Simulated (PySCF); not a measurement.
`C=C(C(=O)O)[C@@H](C)Cl`, C5H7ClO2

Geometry:
| atom | x (Å) | y (Å) | z (Å) |
| --- | --- | --- | --- |
| C1 | 0.644 | 1.654 | -0.349 |
| C2 | 0.311 | 0.388 | -0.575 |
| C3 | 1.342 | -0.659 | -0.801 |
| O4 | 1.100 | -1.834 | -0.929 |
| O5 | 2.590 | -0.179 | -0.847 |
| C6 | -1.097 | -0.143 | -0.571 |
| C7 | -1.495 | -0.617 | 0.820 |
| Cl8 | -2.246 | 1.110 | -1.127 |
| H9 | 1.674 | 1.964 | -0.338 |
| H10 | -0.106 | 2.408 | -0.181 |
| H11 | 3.215 | -0.907 | -0.999 |
| H12 | -1.175 | -0.968 | -1.284 |
| H13 | -1.424 | 0.201 | 1.534 |
| H14 | -0.824 | -1.417 | 1.124 |
| H15 | -2.514 | -0.995 | 0.814 |

The calculation used GIAO wB97X-D/pcSseg-1 magnetisability, rotational g tensor and spin-rotation constants, non-relativistic, gas phase (PySCF 2.14.0). Geometry: GFN2-xTB.

(1) Give the nuclear spin-rotation constants along the inertial axes (H = +C I·J) beside the isotropic shieldings.

(2) How do the rotational constants and the g tensor change when H9, H10, H11, H12, H13, H14, H15 are replaced by deuterium?

Answers

(1) Rotational constants 3.0711, 1.0657, 0.9177 GHz. A star marks the isotopologue with that one atom substituted, in its own axes.
```
atom  isotope  Caa (kHz)  Cbb (kHz)  Ccc (kHz)  mean (kHz)  σ (ppm)
 Cl8     35Cl      0.408      0.235      0.275       0.306    779.4
  H9       1H      0.085     -0.025     -0.099      -0.013     24.7
 H10       1H      0.202     -0.079     -0.090       0.011     24.9
 H11       1H      0.118     -0.085     -0.115      -0.028     25.6
 H12       1H     -0.293     -0.048      0.001      -0.114     26.9
 H13       1H     -0.348     -0.081     -0.012      -0.147     30.6
 H14       1H     -0.050     -0.072     -0.102      -0.075     30.1
 H15       1H     -0.085     -0.059     -0.100      -0.081     30.1
  C1     13C*      1.546      0.353      0.130       0.676     46.8
  C2     13C*      1.624      0.324      0.185       0.711     36.0
  C3     13C*      1.614      0.356      0.236       0.736     15.2
  O4     17O*     -1.531     -0.580     -0.119      -0.743    -81.5
  O5     17O*     -0.604     -0.253     -0.174      -0.343    141.1
  C6     13C*      0.553      0.218      0.207       0.326    127.5
  C7     13C*      0.533      0.166      0.141       0.280    155.6
```
For the geometry as given, no vibrational averaging.

(2) Constants 2.6118, 1.0046, 0.8562 GHz; g -0.0315, -0.0096, -0.0034, against -0.0366, -0.0104, -0.0036 before.
